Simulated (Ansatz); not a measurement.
Gas-phase electronic energies from Ansatz, PBE0-D4/def2-TZVP geometries. CCSD(T)/CBS adds triple-zeta CCSD(T) − MP2 to the extrapolated MP2 energy (def2 sets, frozen cores). This one scheme is used for every species. DFT in def2-TZVPP. B3LYP here is the variant with VWN-RPA as its local correlation; programs differ in this. For Se outer-core shells are correlated without core-valence functions, which leaves a few kJ/mol of doubt a bond. Scalar relativity is left out up to krypton. Each species was taken in one conformer, which may not be the lowest.

Reaction (ligand exchange at a B–C bond): `OCB(O)O` + `FC(F)(F)[SeH]` → `OB(O)[Se]C(F)(F)F` + CH₃OH

```tsv
level	ΔE (kcal/mol)	difference from CCSD(T)/CBS
PBE-D4	-10.9	-0.3
r2SCAN-D4	-10.9	-0.3
PBE0-D4	-10.6	0.0
B3LYP-D4	-10.5	0.1
ωB97X-V	-9.9	0.7
ωB97M-V	-9.8	0.8
B2PLYP	-10.1	0.5
PBE	-10.1	0.5
r2SCAN	-10.7	-0.1
PBE0	-9.9	0.7
B3LYP	-9.2	1.4
HF/def2-TZVPP	-9.0	1.6
MP2/def2-TZVPP	-11.8	-1.2
SCS-MP2/def2-TZVPP	-11.0	-0.4
CCSD/def2-TZVPP	-9.9	0.7
CCSD(T)/def2-TZVPP	-10.5	0.1
HF/def2-QZVPP	-8.9	1.7
MP2/def2-QZVPP	-11.8	-1.2
SCS-MP2/def2-QZVPP	-11.0	-0.4
HF/CBS(def2)	-8.9	1.7
MP2/CBS(def2)	-11.8	-1.2
CCSD/CBS(def2)	-9.9	0.7
CCSD(T)/CBS	-10.6	0
```

Largest T1 diagnostic among the species: 0.012.

The D4 term adds −1.3 kcal/mol with B3LYP and −0.7 kcal/mol with PBE0; it sums over pairs of atoms, weighted by their polarisabilities, and B3LYP, whose exchange is more repulsive, gets the larger term. In def2-TZVPP, CCSD(T) changes the Hartree–Fock value by −1.5 kcal/mol (the triples alone add −0.6 kcal/mol) and MP2 by −2.8 kcal/mol.
